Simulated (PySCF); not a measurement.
Si(F)(SH)3 (FH3S3Si), SMILES F[Si](S)(S)S. Geometry optimised at PBE-D3(BJ)/def2-SVP. The structure was generated by enumeration, and PubChem lists no compound with its InChIKey, so it may never have been made. One conformer was computed; it need not be the lowest.

Computed with PBE-D3(BJ)/def2-SVP in PySCF.

Harmonic wavenumbers (cm⁻¹): 102, 102, 175, 175, 181, 248, 248, 286, 405, 564, 564, 685, 732, 732, 870, 2599, 2600, 2600. Rotational constants (GHz): 1.709, 1.709, 1.230; symmetry number 3.

Work out the zero-point energy and the ideal-gas rigid-rotor harmonic-oscillator thermochemistry at 298.15 K and 1 atm.

ZPE = ½ Σ hcν = ½ × 13866 cm⁻¹ = 82.94 kJ/mol. H − E(el) = 107.87 kJ/mol. Entropy in J/(mol K): translation 170.92, rotation 111.71, vibration 91.71, total 374.35. G − E(el) = -3.74 kJ/mol. Cp = 122.63 J/(mol K). Modes under 150 cm⁻¹ make the vibrational entropy uncertain.
